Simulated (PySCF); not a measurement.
**Assignment exercise: C5H9FOSi**

Geometry (Å), atoms numbered from 1 in this order:
```xyz
17

C     2.6458    0.5424    0.2066
Si    1.6017   -0.8828   -0.4863
C    -0.0955   -0.1912   -0.9834
F    -0.2123    0.1432   -2.3025
C    -1.1470    0.0041   -0.2082
C    -1.4495   -0.2138    1.2415
O    -2.7771    0.2849    1.0484
C    -2.5496    0.5197   -0.3468
H     2.7709    1.3342   -0.5275
H     3.6358    0.1996    0.4927
H     2.1808    0.9793    1.0866
H     1.3723   -1.9079    0.5378
H     2.1964   -1.4472   -1.6985
H    -1.4434   -1.2553    1.5783
H    -0.8787    0.3991    1.9463
H    -2.6440    1.5776   -0.6117
H    -3.2136   -0.0740   -0.9831
```

All values are calculated (PySCF 2.14): shieldings: GIAO PBE0/pcSseg-1, GFN2-xTB geometry. Equivalent nuclei averaged, a single conformation, no solvent model, relativity neglected.

Shifts are taken against calculated references (same method and geometry level): TMS for ¹³C (σref 186.93) and ¹H (σref 31.72).

Q: Assign these signals to the numbered atoms. ¹³C{¹H} NMR (computed): δ 164.8, 139.0, 78.9, 76.7, -6.2.

A: 
```tsv
δ (ppm)	atoms	environment	reason
164.8	C3	fully substituted alkene carbon	the olefinic region
139.0	C5	fully substituted alkene carbon	–
78.9	C8	allylic sp3 CH2 bonded to O	pulled downfield by the heteroatom
76.7	C6	allylic sp3 CH2 bonded to O	–
-6.2	C1	methyl carbon bonded to Si	an electropositive neighbour leaves it electron-rich and shielded
```

Q: Assign these signals to the numbered atoms. ¹H NMR (400 MHz, computed): δ 5.52 (s, 2H), 5.34 (s, 2H), 4.33 (m, 2H), 0.29 (t, 3H).

A: 
5.52 → H16/H17, hydrogen on an allylic sp3 CH2 bonded to O: its carbon carries O, hence the downfield position
5.34 → H14/H15, hydrogen on an allylic sp3 CH2 bonded to O
4.33 → H12/H13, hydrogen on a silicon bonded to 2 C
0.29 → H9/H10/H11, hydrogen on a methyl carbon bonded to Si: an electropositive neighbour shields it, as in TMS itself

Splittings by ¹⁹F in the carbon and heteronuclear signals aren't shown, as no couplings were computed. Shifts are as computed. Against solution values, carbons near 30 ppm lie about +3 ppm off and those near 130 ppm about +5 ppm. Of 1309 compounds with measured shifts, 239 miss one by over three times the rms of a fit or turn the order of signals round; such compounds aren't used in these exercises. No couplings were computed; multiplicities are counted from neighbouring protons, with m where these are inequivalent, close in shift, in a saturated or five-membered ring or joined by F or P, and br s for small geminal =CH2 splittings.
